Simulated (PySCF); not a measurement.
FeBr₂, SMILES [Br][Fe][Br] (connectivity only; charge and spin as stated), neutral, multiplicity 5.

The structure is a stationary point at PBE0-D3(BJ)/def2-SVP. The multiplicity is an assumed one; other spin states were not compared.

Method: PBE0-D3(BJ)/def2-SVP (PySCF 2.14.0).

Frequencies are harmonic and unscaled.

Modes within 1.5 cm⁻¹ of each other (mostly degenerate sets) share a row, with their intensities summed.

```csv
mode,ν (cm⁻¹),IR (km/mol),moving atoms (share of kinetic energy)
1–2,60,27.3,"Fe 74 %, Br 26 %"
3,211,0.0,Br 100 %
4,404,118.8,"Fe 74 %, Br 26 %"
```
